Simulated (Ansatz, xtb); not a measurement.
# CH7NSSi3: which of two isomers lies lower

Structure X is `N#C[Si]([SiH3])([SiH3])S`, a singlet and structure Y is `N#C[Si@@H](S)[SiH2][SiH3]`, a singlet. Both are isolated molecules in the gas phase, relaxed with B3LYP-D3(BJ)/def2-SVP; the shapes shown needn't be the lowest conformers.

X (Å):

```yaml
atoms:
  - { symbol: C, position_ang: [-1.9686, 0.2357, 1.7171] }
  - { symbol: N, position_ang: [-3.0157, 0.6695, 1.9750] }
  - { symbol: S, position_ang: [1.2785, 0.7609, 2.0530] }
  - { symbol: Si, position_ang: [-0.3053, -0.4808, 1.2639] }
  - { symbol: Si, position_ang: [-0.2040, -0.5543, -1.0805] }
  - { symbol: Si, position_ang: [-0.1355, -2.5743, 2.3154] }
  - { symbol: H, position_ang: [-1.3733, -1.2981, -1.6295] }
  - { symbol: H, position_ang: [1.0612, -1.2406, -1.4683] }
  - { symbol: H, position_ang: [-0.1962, 0.8420, -1.6042] }
  - { symbol: H, position_ang: [-1.2697, -3.4255, 1.8581] }
  - { symbol: H, position_ang: [-0.1838, -2.4018, 3.7939] }
  - { symbol: H, position_ang: [1.1577, -3.1978, 1.9149] }
  - { symbol: H, position_ang: [1.0863, 1.7785, 1.1802] }
```

Y (Å):

```xyz
13

C    -2.2531    0.4447    0.7944
N    -3.2122    0.5880    1.4343
S     0.8857    1.3848    0.6405
Si   -0.6890    0.1673   -0.1848
Si   -0.0503   -2.0599    0.1866
Si    0.4651   -2.2394    2.4749
H    -1.0170    0.5432   -1.5855
H     0.2917    2.5730    0.3753
H     1.1294   -2.3687   -0.6739
H    -1.1919   -2.9391   -0.2009
H    -0.6919   -1.7353    3.2663
H     0.7416   -3.6601    2.8356
H     1.6700   -1.4104    2.7609
```

Quicker runs give these differences E(Y) − E(X): GFN2-xTB +0.07 kcal/mol; HF/STO-3G +0.48 kcal/mol (at GFN2-xTB geometries); r2SCAN-D4/def2-SVP +0.52 kcal/mol (at GFN2-xTB geometries).

Problem. Estimate E(Y) − E(X) at the level CCSD(T)/def2-SVP + ΔMP2/def2-TZVPP.

Solution. Too close to call at this level: CCSD(T)/def2-SVP + ΔMP2/def2-TZVPP gives E(Y) − E(X) = 0.00 kcal/mol.

How the difference moves with the method:

```csv
level,geometry,E(Y) − E(X) (kcal/mol),departure from the last row (kcal/mol),"job, with rough time for the two"
GFN2-xTB,GFN2-xTB,+0.07,+0.07,"optimisation, 2.3 s"
HF/STO-3G,GFN2-xTB,+0.48,+0.49,"single point, 2.5 s"
r2SCAN-D4/def2-SVP,GFN2-xTB,+0.52,+0.52,"single point, 15 s"
B3LYP-D3(BJ)/def2-SVP,B3LYP-D3(BJ)/def2-SVP,−0.05,−0.04,"optimisation, 3.5 min"
HF/def2-SVP,B3LYP-D3(BJ)/def2-SVP,−0.44,−0.44,part of the CCSD(T) run
MP2/def2-SVP,B3LYP-D3(BJ)/def2-SVP,−0.11,−0.11,part of the CCSD(T) run
CCSD(T)/def2-SVP,B3LYP-D3(BJ)/def2-SVP,−0.25,−0.25,single point
CCSD(T)/def2-SVP + ΔMP2/def2-TZVPP,B3LYP-D3(BJ)/def2-SVP,0.00,,"single point, 2.6 min"
```

As drawn, both hold the same kinds of bond in the same numbers.

The largest departure from CCSD(T)/def2-SVP + ΔMP2/def2-TZVPP is that of r2SCAN-D4/def2-SVP, 0.52 kcal/mol. The last row adds to CCSD(T) the change of the MP2 difference between the two basis sets, here +0.25 kcal/mol.

With thermal terms from frequencies at re-optimised GFN2-xTB minima (ideal gas, soft modes damped towards free rotors, one conformer each, 298.15 K, 1 atm): the zero-point term adds +0.41 kcal/mol; ΔH is −0.02 and ΔG +1.11 kcal/mol.

The correlated steps freeze 22 core orbitals. Mirror images aren't counted in ΔG. Programs: Ansatz 0.2.0, xtb 6.7.1; the last row on 2 threads of AMD EPYC (Zen 3) on a shared host.
